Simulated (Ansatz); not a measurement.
One change: `[OH][GeH]([OH])[CH2]F` becomes `[OH][GeH]([OH])[SiH3]`.

Ansatz, PBE0-D4/def2-TZVP geometries, multiplicity 1. Each molecule was computed in one conformer, which needn't be the lowest.

Scalar relativity is left out up to krypton.

```
                                        property  `[OH][GeH]([OH])[CH2]F`
           HOMO energy (ωB97M-V/def2-TZVPP) / eV                   -10.64
size of the dipole moment (B3LYP/def2-TZVPP) / D                     1.39
             HOMO–LUMO gap (PBE/def2-TZVPP) / eV                     6.15
             LUMO energy (B3LYP/def2-TZVPP) / eV                    -0.08
               HOMO energy (PBE/def2-TZVPP) / eV                    -6.79
               LUMO energy (PBE/def2-TZVPP) / eV                    -0.64
```

(1) Give the same properties after the change, and the shifts. (Estimate.)

Results:

(1) Ansatz gave: 
| property | `[OH][GeH]([OH])[SiH3]` | shift |
| --- | --- | --- |
| HOMO energy (ωB97M-V/def2-TZVPP) / eV | -10.03 | 0.61 |
| size of the dipole moment (B3LYP/def2-TZVPP) / D | 2.61 | 1.22 |
| HOMO–LUMO gap (PBE/def2-TZVPP) / eV | 5.44 | -0.71 |
| LUMO energy (B3LYP/def2-TZVPP) / eV | -0.61 | -0.53 |
| HOMO energy (PBE/def2-TZVPP) / eV | -6.63 | 0.16 |
| LUMO energy (PBE/def2-TZVPP) / eV | -1.19 | -0.55 |

With PBE0 the HOMO rises by 0.41 eV and the LUMO falls by 0.65 eV, so the gap narrows by about 1.06 eV. PBE moves the HOMO by 0.16 eV and ωB97M-V by 0.61 eV. Dipoles are sizes alone; their direction can turn.

B3LYP here is the variant with VWN-RPA as its local correlation; programs differ in this.
